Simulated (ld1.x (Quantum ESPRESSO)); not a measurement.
Co: excitation energies, all-electron against PAW

Co (Z = 27), PAW, made with ld1.x (Quantum ESPRESSO) 7.5 (PBEsol, scalar-relativistic). Core [Ne], reference 3s2 3p6 3d7 4s2 4p0. Waves: 3s (bound): rcut 1.05, rcutus 1.20 bohr; 4s (bound): rcut 1.05, rcutus 1.20 bohr; 3p (bound): rcut 1.20, rcutus 1.35 bohr; 4p (bound, empty): rcut 1.20, rcutus 1.35 bohr; 3d (bound): rcut 0.85, rcutus 1.15 bohr; 3d channel at -0.1 Ry: rcut 0.85, rcutus 1.15 bohr; 4f channel at -0.15 Ry: rcut 1.00, rcutus 1.20 bohr. Local part: all-electron potential smoothed inside 0.95 bohr (lloc = -2). Core correction: Bessel-smoothed model core, default radius (core density twice the valence density). Augmentation charge: PSQ, inside the norm-conserving radii.

Energies are relative to the spin-unpolarised reference configuration 3s2 3p6 3d7 4s2 4p0; without spin polarisation the order of configurations can differ from experiment.

Q: Give the all-electron excitation energy and the error of the potential for: 3s2 3p6 3d7 4s1 4p0; 3s2 3p6 3d7 4s0 4p0; 3s2 3p6 3d6 4s0 4p0; 3s2 3p6 3d5 4s0 4p0; 3s2 3p6 3d6 4s2 4p1; 3s2 3p6 3d7 4s0 4p2; 3s2 3p6 3d7 4s1 4p1.

A:

```json
{"valence configuration": "3s2 3p6 3d7 4s1 4p0", "charge": "+1", "ΔE all-electron (eV)": "9.045", "error AE − PS (meV)": "-0.9"}
{"valence configuration": "3s2 3p6 3d7 4s0 4p0", "charge": "+2", "ΔE all-electron (eV)": "25.742", "error AE − PS (meV)": "-2.9"}
{"valence configuration": "3s2 3p6 3d6 4s0 4p0", "charge": "+3", "ΔE all-electron (eV)": "61.579", "error AE − PS (meV)": "-3.4"}
{"valence configuration": "3s2 3p6 3d5 4s0 4p0", "charge": "+4", "ΔE all-electron (eV)": "116.893", "error AE − PS (meV)": "-18"}
{"valence configuration": "3s2 3p6 3d6 4s2 4p1", "charge": "0", "ΔE all-electron (eV)": "9.691", "error AE − PS (meV)": "+1.3"}
{"valence configuration": "3s2 3p6 3d7 4s0 4p2", "charge": "0", "ΔE all-electron (eV)": "9.016", "error AE − PS (meV)": "-0.8"}
{"valence configuration": "3s2 3p6 3d7 4s1 4p1", "charge": "0", "ΔE all-electron (eV)": "4.383", "error AE − PS (meV)": "-0.4"}
```
